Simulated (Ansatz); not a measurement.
CH7BFGaSi, SMILES `[BH2][GaH][CH2][SiH2]F`. The species carries charge 0 and has multiplicity 1. Geometry: relaxed with PBE0-D4/def2-TZVP. It is one conformer, not always the lowest.

```xyz
12

B     1.796   -0.152   -1.011
Ga    0.746    1.395   -0.127
C    -0.908    0.692    0.799
Si   -1.146   -1.051    0.288
F     0.289   -1.582   -0.308
H     1.629   -0.435   -2.162
H     2.687   -0.710   -0.439
H     0.960    2.948   -0.014
H    -0.722    0.784    1.875
H    -1.767    1.326    0.562
H    -1.457   -2.019    1.369
H    -2.108   -1.196   -0.832
```

Q: What is the dipole moment at B3LYP/def2-TZVPP? (Best estimate.)

A: Ansatz gave: 1.71 D, with components (-1.28, 0.73, 0.87) D in this frame, pointing from negative to positive charge.

Q: And with PBE, r2SCAN, ωB97M-V? (Estimate.)

A: Computed: PBE 1.74 D, r2SCAN 1.72 D, ωB97M-V 1.70 D.

Q: Give the Mulliken charges with B3LYP, PBE, ωB97M-V in def2-TZVPP. (Estimate.)

A: Computed: 
```
atom  B3LYP    PBE  ωB97M-V
  B1  -0.01  -0.04    -0.18
 Ga2   0.07   0.06     0.13
  C3  -0.39  -0.34    -0.51
 Si4   0.53   0.44     0.46
  F5  -0.31  -0.25    -0.29
  H6   0.05   0.04     0.10
  H7   0.05   0.04     0.10
  H8  -0.04  -0.03     0.00
  H9   0.11   0.11     0.13
 H10   0.11   0.11     0.14
 H11  -0.08  -0.07    -0.04
 H12  -0.08  -0.08    -0.04
```

B3LYP here is the variant with VWN-RPA as its local correlation; programs differ in this.
